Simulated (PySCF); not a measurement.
**Computed properties of Te(OH)(SeH) (H2OSeTe), SMILES O[Te][SeH]**

H₂OSeTe, SMILES O[Te][SeH]. The structure is a stationary point at B3LYP-D3(BJ)/def2-SVP. The def2 effective core potentials stand for the cores of Te; spin–orbit coupling is left out. The values are those of a single conformer. All values are computed for the isolated molecule unless a solvent is named; none is compared with measurement here.

**Structure.** All 9 harmonic modes at B3LYP-D3(BJ)/def2-SVP (PySCF) are real, so it is a minimum. With heavy atoms numbered as in [Te:1]([OH:2])[SeH:4], the shortest bond between them is Te1–O2 at 2.015 Å and the longest Te1–Se4 at 2.539 Å.

**Vibrations.** The strongest infrared lines (harmonic, unscaled, degenerate partners summed) lie at 388 cm⁻¹ (96 km/mol, H 91 %, O 8 %), 3787 cm⁻¹ (85 km/mol, H 94 %), 582 cm⁻¹ (60 km/mol, O 87 %, Te 12 %). The softest mode is at 141 cm⁻¹ and the zero-point energy is 13.6 kcal/mol.

**Electronic structure.** ωB97X/def2-TZVPD (PySCF) places the frontier levels at -8.82 and -0.06 eV, a gap of 8.76 eV, and gives a dipole moment of 1.05 D and a mean polarisability of 78.1 bohr³.

**Excitations.** TDA-CAM-B3LYP/def2-SVPD (PySCF) has S1 at 3.27 eV (379 nm, f = 0.002, weak); the most intense of the 10 singlets computed lies at 6.43 eV (f = 0.41). T1 (TDA) is at 2.55 eV, 0.72 eV under S1. No vertical singlet excitation falls in the visible range (under 3.1 eV).
